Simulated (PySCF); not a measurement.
A calculated (UHF, PySCF 2.14, x2c-TZVPPall, the spin-free X2C one-electron Hamiltonian (Gaussian nucleus)) atom or ion has these occupied shells.

| shell | electrons | orbital energy (eV) | rms radius, mean of both spins (bohr) |
| --- | --- | --- | --- |
| 1s β | 1 | -4539.5 | 0.0844 |
| 1s α | 1 | -4539.5 | 0.0844 |
| 2s α | 1 | -524.28 | 0.370 |
| 2s β | 1 | -523.94 | 0.370 |
| 2p α | 3 | -426.95 | 0.340 |
| 2p β | 3 | -426.61 | 0.340 |
| 3s α | 1 | -71.228 | 1.15 |
| 3s β | 1 | -69.773 | 1.15 |
| 3p α | 3 | -43.765 | 1.27 |
| 3p β | 3 | -41.930 | 1.27 |
| 3d α | 1 | -9.281 | 1.93 |
| 4s α | 1 | -5.925 | 4.22 |
| 4s β | 1 | -5.599 | 4.22 |

Q: Name the element and its charge.

A: Sc (scandium, neutral), in [Ar] 3d1 4s2, 2D determinant.
